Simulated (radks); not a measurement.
Coherent X-ray form factor from a spherical all-electron density. Calculated with a radial shooting solver on a logarithmic mesh with Libxc functionals: non-relativistic Kohn-Sham, LDA (Slater exchange, Perdew-Wang correlation), spin-polarised, spherical densities, point nucleus.

sin(theta)/lambda (1/angstrom),f0 (electrons)
0.05,79.925
0.1,77.100
0.15,73.340
0.2,69.290
0.25,65.272
0.3,61.415
0.4,54.394
0.5,48.449
0.6,43.527
0.8,35.821
1,29.705
1.25,23.612
1.5,19.277
2,14.599

The species is in the configuration that NIST lists as its ground one. Which atom or ion scatters so?

Answer. The lead ion Pb+, [Hg] 6p1. Extrapolating in s^2 from the first two rows gives f0(0) = 80.9, near the electron count 81; among species with that count, the fall with angle is slower the higher Z, and the table is that of Z = 82; from so few rows the species is fixed only to a neighbour or two.
